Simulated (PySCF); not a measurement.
## Dipole response of Xe²⁺ (xenon, charge +2)

[Kr] 4d10 5s2 5p4, high-spin 3P determinant. Computed with PySCF 2.14 in aug-cc-pwCVTZ-DK3, with scalar relativity by spin-free X2C-1e. Coupled (time-dependent) response in atomic units; α is the mean over directions.

```json
{"method": "UHF", "mean α (bohr³)": "12.80", "α xx, yy, zz": "12.82, 12.76, 12.82", "C₆ (like pair)": "92.56", "S(−4)": "27.21"}
{"method": "PBE", "mean α (bohr³)": "12.87", "α xx, yy, zz": "12.77, 13.09, 12.77", "C₆ (like pair)": "92.87", "S(−4)": "27.89"}
{"method": "PBE0", "mean α (bohr³)": "12.76", "α xx, yy, zz": "12.70, 12.90, 12.70", "C₆ (like pair)": "91.98", "S(−4)": "27.18"}
```

S(−4) is the Cauchy moment in α(ω) = α(0) + S(−4) ω² + …

Spin-orbit coupling is absent.

α(iu) at PBE0:

```json
{"u (hartree)": "0", "α(iu) (bohr³)": "12.76"}
{"u (hartree)": "0.0500", "α(iu) (bohr³)": "12.70"}
{"u (hartree)": "0.100", "α(iu) (bohr³)": "12.50"}
{"u (hartree)": "0.200", "α(iu) (bohr³)": "11.77"}
{"u (hartree)": "0.300", "α(iu) (bohr³)": "10.75"}
{"u (hartree)": "0.500", "α(iu) (bohr³)": "8.493"}
{"u (hartree)": "0.750", "α(iu) (bohr³)": "6.165"}
{"u (hartree)": "1.00", "α(iu) (bohr³)": "4.580"}
{"u (hartree)": "1.50", "α(iu) (bohr³)": "2.823"}
{"u (hartree)": "2.00", "α(iu) (bohr³)": "1.959"}
{"u (hartree)": "3.00", "α(iu) (bohr³)": "1.154"}
{"u (hartree)": "5.00", "α(iu) (bohr³)": "0.5649"}
```

A single London oscillator, α(iu) = α/(1 + u²/ω²), gives C₆ = (3/4) ω α². Matching the computed C₆ needs ω = 4 × 91.98 / (3 × 12.76²) = 0.753 hartree.

For an ion, C₆ is the dispersion term alone; charge-induced terms of lower order in 1/R come first.

The components differ because the open shell of this determinant is not spherical; for a pure term their mean is the scalar polarisability.
